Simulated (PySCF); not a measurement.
An unknown shows these calculated signals:

¹H NMR (500 MHz, computed): δ 12.47 (d, 1H), 8.74 (m, 1H), 8.64 (m, 1H), 5.43 (m, 1H), 5.11 (m, 1H), 4.99 (m, 1H), 4.13 (s, 3H).

¹³C{¹H} NMR (computed): δ 255.5 (CH), 173.6 (CH2), 54.7 (CH3).

[PySCF: GIAO PBE0/pcSseg-1 shieldings; GFN2-xTB structure; gas phase; one computed conformer; no relativistic terms; averaged over atoms made equivalent by symmetry, fast rotation or ring inversion]

Scale: ¹H (σref 31.72), ¹³C (σref 186.93) against TMS (reference shieldings calculated alike).

**Question.** Which of these does the molecule contain: a CH3CH2 unit, a Si–H bond, a Si–CH3 group, a (CH3)2CH unit?

**Answer.** 
- A CH3CH2 unit: no.
- A Si–H bond: yes (δH 5.43 (m), 5.11 (m)).
- A Si–CH3 group: no.
- A (CH3)2CH unit: no.

The data belong to SMILES [SiH2](N=C)[Si@@H](C=O)OC, C3H9NO2Si2; they needn't prove each group on their own.

Carbon signals by region: 2 in the far downfield region (above 160 ppm), 1 at 50–100 ppm. Above 160 ppm: 255.5, carbonyl carbon, 173.6, C=N carbon.

Shifts are as computed. Against solution values, carbons near 30 ppm lie about +3 ppm off and those near 130 ppm about +5 ppm. Of 1211 compounds with measured shifts, 218 miss one by over three times the rms of a fit or turn the order of signals round; such compounds aren't used in these exercises. No couplings were computed; multiplicities are counted from neighbouring protons, with m where these are inequivalent, close in shift, in a saturated or five-membered ring or joined by F or P, and br s for small geminal =CH2 splittings.
